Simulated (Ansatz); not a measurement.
One change: `C=C[O][Ti]([Cl])([Cl])[Cl]` becomes `[SH][Ti]([Cl])([Cl])[Cl]`.

Ansatz, PBE0-D4/def2-TZVP geometries, multiplicity 1. Each molecule was computed in one conformer, which needn't be the lowest.

Scalar relativity is left out up to krypton.

```json
{"property": "size of the dipole moment (ωB97M-V/def2-TZVPP) / D", "`C=C[O][Ti]([Cl])([Cl])[Cl]`": "2.69"}
{"property": "HOMO–LUMO gap (ωB97M-V/def2-TZVPP) / eV", "`C=C[O][Ti]([Cl])([Cl])[Cl]`": "8.99"}
{"property": "HOMO–LUMO gap (PBE0/def2-TZVPP) / eV", "`C=C[O][Ti]([Cl])([Cl])[Cl]`": "4.73"}
{"property": "HOMO energy (ωB97M-V/def2-TZVPP) / eV", "`C=C[O][Ti]([Cl])([Cl])[Cl]`": "-10.04"}
{"property": "HOMO energy (PBE/def2-TZVPP) / eV", "`C=C[O][Ti]([Cl])([Cl])[Cl]`": "-6.77"}
{"property": "HOMO–LUMO gap (B3LYP/def2-TZVPP) / eV", "`C=C[O][Ti]([Cl])([Cl])[Cl]`": "4.31"}
```

Give the same properties after the change, and the shifts. (Best estimate.)

Computed: 
```tsv
property	`[SH][Ti]([Cl])([Cl])[Cl]`	shift
size of the dipole moment (ωB97M-V/def2-TZVPP) / D	0.86	-1.83
HOMO–LUMO gap (ωB97M-V/def2-TZVPP) / eV	8.97	-0.02
HOMO–LUMO gap (PBE0/def2-TZVPP) / eV	4.70	-0.03
HOMO energy (ωB97M-V/def2-TZVPP) / eV	-10.43	-0.39
HOMO energy (PBE/def2-TZVPP) / eV	-7.11	-0.34
HOMO–LUMO gap (B3LYP/def2-TZVPP) / eV	4.23	-0.08
```

Dipoles are sizes alone; their direction can turn.

B3LYP here is the variant with VWN-RPA as its local correlation; programs differ in this.
